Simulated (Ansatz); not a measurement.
Consider the cleavage of the Si–Si bond: `C[SiH](O)[Si](O)(O)O` + `N[Si](O)(O)O` → `O[Si](O)(O)N[Si](O)(O)O` + `C[SiH2]O`.

Gas-phase electronic energies from Ansatz, PBE0-D4/def2-TZVP geometries. CBS: MP2 limit from def2 TZ/QZ plus the TZ coupled-cluster correction, frozen cores. This one scheme is used for every species. DFT in def2-TZVPP. Each species was taken in one conformer, which may not be the lowest.

`C[SiH](O)[Si](O)(O)O`:

Z-matrix (Å, degrees):
```
C
Si 1 1.861
H 1 1.093 2 110.5
H 1 1.092 2 110.9 3 120.3
H 1 1.093 2 110.4 3 -119.5
O 2 1.656 1 108.8 3 175.2
Si 2 2.349 1 113.8 3 -65.5
H 2 1.498 1 108.4 3 55.4
H 6 0.960 2 114.5 1 144.3
O 7 1.646 2 101.1 1 -142.5
O 7 1.642 2 116.4 1 -26.2
O 7 1.649 2 114.4 1 94.8
H 10 0.960 7 117.9 2 166.7
H 11 0.959 7 116.0 2 104.2
H 12 0.958 7 117.3 2 44.7
```

`N[Si](O)(O)O`:

Z-matrix (Å, degrees):
```
Si
O 1 1.640
O 1 1.634 2 107.2
N 1 1.697 2 118.5 3 -116.5
O 1 1.642 2 103.3 3 123.0
H 2 0.958 1 115.6 3 -137.8
H 3 0.958 1 115.3 2 27.2
H 4 1.006 1 119.6 2 84.0
H 4 1.006 1 121.3 2 -63.9
H 5 0.958 1 115.8 2 173.3
```

`O[Si](O)(O)N[Si](O)(O)O`:

```xyz
16

O    -1.273   -0.783   -1.563
Si   -1.616    0.092   -0.236
O    -2.339    1.534   -0.494
O    -2.699   -0.753    0.657
N    -0.138    0.464    0.563
Si    1.469   -0.015    0.289
O     2.495    1.203    0.670
O     2.028   -1.296    1.135
O     1.503   -0.473   -1.293
H    -0.349   -0.739   -1.842
H    -3.292    1.509   -0.593
H    -2.578   -1.703    0.670
H    -0.253    1.099    1.342
H     2.296    2.068    0.309
H     2.556   -1.103    1.911
H     2.190   -1.101   -1.524
```

`C[SiH2]O`:

```xyz
9

C     0.828   -0.747    0.363
Si   -0.209    0.544   -0.490
O    -1.821    0.375   -0.172
H     1.881   -0.627    0.090
H     0.515   -1.753    0.075
H     0.756   -0.664    1.451
H    -0.093    0.417   -1.963
H     0.264    1.897   -0.073
H    -2.121    0.557    0.718
```

| species | r2SCAN-D4 energy (Eh) |
| --- | --- |
| `C[SiH](O)[Si](O)(O)O` | -922.98705 |
| `N[Si](O)(O)O` | -573.11277 |
| `O[Si](O)(O)N[Si](O)(O)O` | -1089.68529 |
| `C[SiH2]O` | -406.45449 |

Q: Work out ΔE.

A: ΔE = (-1089.68529) + (-406.45449) − (-922.98705) − (-573.11277) = -0.03996 Eh = -104.9 kJ/mol. CCSD(T)/CBS gives -109.1 kJ/mol.

Largest T1 diagnostic among the species: 0.012.

The D4 term adds −4.2 kJ/mol with B3LYP and −2.3 kJ/mol with PBE0; it sums over pairs of atoms, weighted by their polarisabilities, and B3LYP, whose exchange is more repulsive, gets the larger term. In def2-TZVPP, CCSD(T) changes the Hartree–Fock value by +11.2 kJ/mol (the triples alone add +1.6 kJ/mol) and MP2 by +6.9 kJ/mol. From PBE to PBE0 (25 % exact exchange), in def2-TZVPP and without D4, ΔE moves by −11.5 kJ/mol.

B3LYP here is the variant with VWN-RPA as its local correlation; programs differ in this.
